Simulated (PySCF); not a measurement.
Does the answer move with the share of exact exchange?

C3H10BP.
SMILES: `CCB(C)P`

Torsions of this conformer, `[CH3:1][CH2:2][B:3]([CH3:4])[PH2:5]`: C1–C2–B3–C4 169°, H–P5–B3–C2 -143°, H–P5–B3–C2 -43°.

PySCF, def2-SVPD basis, density fitting, gas phase, PBE0-D3(BJ)/def2-SVP geometry; singlet excitations by full TDDFT with frozen cores, triplets by Tamm–Dancoff TDDFT and ionisation energies by ΔSCF, from the lowest of the holes tried. One functional is left out:

```
functional  exact exchange (%)  HOMO energy (eV)  LUMO energy (eV)  lowest singlet excitation (eV)  lowest triplet excitation (eV)  dipole moment (D)  mean polarisability (au)  vertical ionisation energy (eV)
       LDA                   0             -6.05             -1.98                            4.69                            3.76              1.060                      85.6                             9.04
       PBE                   0             -5.95             -1.80                            4.74                            3.68              1.048                      84.0                             8.89
     B3LYP                  20             -6.83             -1.06                            5.00                            3.98              1.071                      81.3                             9.09
 BHandHLYP                  50             -8.00              0.20                            5.36                            4.28              1.154                      78.2                             9.05
```

Question: Predict the row of PBE0 (25 % exact exchange) by straight lines through the other rows, and check it.

Answer: 
| property | line | computed | computed − line | B3LYP (20 %), for comparison |
| --- | --- | --- | --- | --- |
| HOMO energy (eV) | -7.01 | -7.04 | -0.03 | -6.83 |
| LUMO energy (eV) | -0.85 | -0.87 | -0.02 | -1.06 |
| lowest singlet excitation (eV) | 5.04 | 5.06 | +0.02 | 5.00 |
| lowest triplet excitation (eV) | 4.01 | 3.95 | -0.06 | 3.98 |
| dipole moment (D) | 1.098 | 1.133 | +0.035 | 1.071 |
| mean polarisability (au) | 81.3 | 80.7 | -0.6 | 81.3 |
| vertical ionisation energy (eV) | 9.03 | 9.05 | +0.02 | 9.09 |

Question: Which of these properties follows the share of exact exchange most closely, and which least?

Answer: Most closely the HOMO energy, least the vertical ionisation energy; the correlations over the tabulated rows are HOMO energy -0.999, LUMO energy 0.997, lowest singlet excitation 0.997, lowest triplet excitation 0.990, mean polarisability -0.971, dipole moment 0.966, vertical ionisation energy 0.495. The HOMO energy moves by -0.400 eV for every 10 %. Functionals with the same share still differ in their other parts: at 0 % LDA and PBE differ by 0.10 eV in it.
